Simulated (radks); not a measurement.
Nb IV, 38 electrons, occupied as [Ar] 3d10 4s2 4p5 4d2 4f1 (not the ground configuration). Calculated with a radial shooting solver on a logarithmic mesh with Libxc functionals: Dirac Kohn-Sham, exchange-only LDA, spin-unpolarised, spherical densities, point nucleus; open shells are shared between the two j in proportion to 2j + 1.

Normalised radial functions P(r) = r R(r) (large component), r in bohr:

```
   r/bohr * 4s1/2 (the largest magnitude, 1.01, reaches the edge; | marks zero)
 0.003977                             |  *
 0.006127                             |   *
 0.009513                             |    *
  0.01477                             |     *
  0.02293                             |     *
  0.03561                             |  *
  0.05529                          *  |
  0.08585                    *        |
   0.1333                    *        |
    0.207                             |   *
   0.3214                             |               *
    0.499                             |   *
   0.7748      *                      |
    1.203  *                          |
    1.868                  *          |
      2.9                            *|
    4.504                             *
    6.993                             *
    10.86                             *
```

4s1/2: eigenvalue -95.386 eV, 3 radial nodes at r = 0.0458, 0.185, 0.531 bohr, <r> = 1.13 bohr, 90 % of the charge inside 1.64 bohr.
